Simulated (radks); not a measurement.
The numbers below are computed, except where a source is named.
Species: Hg V. Configuration: [Xe] 4f14 5d8 (the NIST ground configuration). Code: a radial shooting solver on a logarithmic mesh with Libxc functionals. Model: scalar-relativistic Kohn-Sham, r2SCAN, spin-unpolarised, spherical densities, finite nucleus; meta-GGA in the generalised Kohn-Sham scheme; Fermi nuclear charge, rms radius 5.4648 fm.

Radial electron density D(r) = 4 pi r^2 rho(r):

| r (bohr) | D(r) (e/bohr) |
|---|---|
| 0.002562 | 39.45 |
| 0.002935 | 46.31 |
| 0.003389 | 54.36 |
| 0.003883 | 62.59 |
| 0.004485 | 71.76 |
| 0.005179 | 81.07 |
| 0.005934 | 89.59 |
| 0.006853 | 97.77 |
| 0.007851 | 104.2 |
| 0.009067 | 108.9 |
| 0.01039 | 111.1 |
| 0.012 | 110.9 |
| 0.01385 | 108.2 |
| 0.01587 | 104.4 |
| 0.01833 | 100.5 |
| 0.021 | 98.58 |
| 0.02426 | 100.3 |
| 0.02779 | 106.5 |
| 0.03209 | 117.8 |
| 0.03706 | 131.6 |
| 0.04246 | 143.5 |
| 0.04904 | 150.3 |
| 0.05618 | 148.8 |
| 0.06489 | 139.3 |
| 0.07434 | 127.2 |
| 0.08585 | 118.1 |
| 0.09915 | 118.8 |
| 0.1136 | 127.8 |
| 0.1312 | 138.4 |
| 0.1503 | 139.4 |
| 0.1736 | 125.7 |
| 0.1989 | 103.5 |
| 0.2297 | 83.27 |
| 0.2652 | 77.16 |
| 0.3039 | 83.63 |
| 0.3509 | 91.78 |
| 0.4021 | 89.88 |
| 0.4643 | 75.28 |
| 0.532 | 56.06 |
| 0.6144 | 38.73 |
| 0.7096 | 28.70 |
| 0.8129 | 24.45 |
| 0.9388 | 21.72 |
| 1.076 | 18.48 |
| 1.242 | 14.03 |
| 1.423 | 9.676 |
| 1.644 | 5.793 |
| 1.898 | 3.056 |
| 2.175 | 1.470 |
| 2.511 | 0.5779 |
| 2.877 | 0.2000 |
| 3.323 | 0.05173 |
| 3.807 | 0.01120 |
| 4.397 | 0.001621 |

D(r) has 4 maxima, at r = 0.0110, 0.0510, 0.142, 0.368 bohr, and minima at 0.0213, 0.0915, 0.261 bohr, inside which lie 1.88, 11.01, 30.04 electrons.
